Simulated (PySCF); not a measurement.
PySCF job for HOS, SMILES [S]O, multiplicity 2, IEF-PCM-M06-2X/def2-TZVPD. Geometry optimised at PBE0-D3(BJ)/def2-TZVPD.

```python
import numpy as np
from pyscf import gto, scf, dft
from pyscf.solvent import pcm

mol = gto.M(
    atom='''
    O    -0.11868022   -1.02115381    0.00000000
    S     0.01140166    0.59847475    0.00000000
    H     0.76701518   -1.40636557    0.00000000
    ''',
    basis='def2-TZVPD',
    charge=0,
    spin=1,
    max_memory=1600,
    verbose=3,
)
mf = dft.UKS(mol, xc='m06-2x').density_fit(auxbasis='def2-universal-jkfit')
mf.grids.level = 4
mf.conv_tol = 1e-9
mf.max_cycle = 100
mf.kernel()
fine, coarse = mf.grids, dft.Grids(mol).set(level=1).build(with_non0tab=True)
for _ in range(3):  # follow internal instabilities
    mf.grids = coarse
    mo, _, stable, _ = mf.stability(return_status=True, nroots=4)
    mf.grids = fine
    if stable:
        break
    mf.kernel(mf.make_rdm1(mo, mf.mo_occ))
res = {}
for name, eps in {'water': 78.355, 'benzene': 2.2706, 'toluene': 2.3741}.items():
    s = mf.PCM()
    s.with_solvent.method, s.with_solvent.eps, s.with_solvent.lebedev_order = 'IEF-PCM', eps, 29
    s.kernel(mf.make_rdm1())
    res[name] = (s.e_tot, eps, s.dip_moment(), s.mo_energy, s.converged)
    print(f'{name}: electrostatic solvation free energy {(s.e_tot - mf.e_tot) * 627.509474:.3f} kcal/mol')
```

Program output:

```

WARN: HOMO -0.245895532219672 >= LUMO -0.245895532219674

converged SCF energy = -473.956890289807  <S^2> = 0.75419856  2S+1 = 2.0041942
<class 'pyscf.df.df_jk.DFUKS'> wavefunction is stable in the internal stability analysis

WARN: PCM is an experimental feature. It is still in testing.
Features and APIs may be changed in the future.

converged SCF energy = -473.96417715278  <S^2> = 0.7542482  2S+1 = 2.0042437
Dipole moment(X, Y, Z, Debye):  1.83376, -1.04176,  0.00000
water: electrostatic solvation free energy -4.573 kcal/mol

WARN: PCM is an experimental feature. It is still in testing.
Features and APIs may be changed in the future.

converged SCF energy = -473.960069083255  <S^2> = 0.75422076  2S+1 = 2.0042163
Dipole moment(X, Y, Z, Debye):  1.57944, -0.89719,  0.00000
benzene: electrostatic solvation free energy -1.995 kcal/mol

WARN: PCM is an experimental feature. It is still in testing.
Features and APIs may be changed in the future.

converged SCF energy = -473.960211993764  <S^2> = 0.75422173  2S+1 = 2.0042173
Dipole moment(X, Y, Z, Debye):  1.58737, -0.90232, -0.00000
toluene: electrostatic solvation free energy -2.084 kcal/mol
```

Self-consistency was reached.

Cost: around 60 core-seconds (rough).
